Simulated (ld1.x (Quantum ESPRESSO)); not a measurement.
Cutoff test, chlorine (Cl), RRKJ

ld1.x (Quantum ESPRESSO) 7.5 input, shortened:

```
&input
   title='Cl', zed=17., rel=1, dft='REVPBE', iswitch=3,
   config='[Ne] 3s2 3p3.5 3d-2'
 /
 &inputp
   pseudotype=2, tm=.false., lloc=0,
   nlcc=.false.
 /
3
3P  2  1   3.50   0.00  1.20  1.20  0.0
3D  3  2  -2.00  -0.05  1.25  1.25  0.0
3S  1  0   2.00   0.00  0.90  0.90  0.0
 &test
   configts(1)='3s2 3p3.5'
 /
```

The pseudo-atom Hamiltonian at the reference potential is diagonalised in spherical Bessel functions j_l(qr) that vanish at 20 bohr, with q² up to the cutoff. All-electron valence levels (Ry): 3p -1.8649, 3s -2.8183.

Problem. How do the lowest levels (Ry) of each channel move with the cutoff, and are there ghosts?

Solution.

```tsv
cutoff (Ry)	p #1	p #2	d #1	d #2	s #1	f #1	Σ f·Δε (mRy)
8	-1.7808	-0.4548	-0.4915	-0.1979	-2.3069	-0.1502	1316.2
18	-1.8597	-0.4730	-0.5594	-0.2153	-2.5718	-0.1503	510.2
35	-1.8634	-0.4732	-0.6039	-0.2261	-2.6011	-0.1503	439.0
55	-1.8647	-0.4734	-0.6286	-0.2317	-2.6898	-0.1503	256.7
90	-1.8649	-0.4735	-0.6343	-0.2330	-2.8059	-0.1503	24.1
140	-1.8649	-0.4735	-0.6343	-0.2330	-2.8145	-0.1503	6.6
230	-1.8649	-0.4736	-0.6343	-0.2330	-2.8164	-0.1503	2.9
400	-1.8649	-0.4736	-0.6343	-0.2330	-2.8178	-0.1503	0.0
```

Result: no extra level below or beside the all-electron valence levels (p, d, s, f tested); 10 mRy is reached at 110 Ry and 1 mRy at 300 Ry.
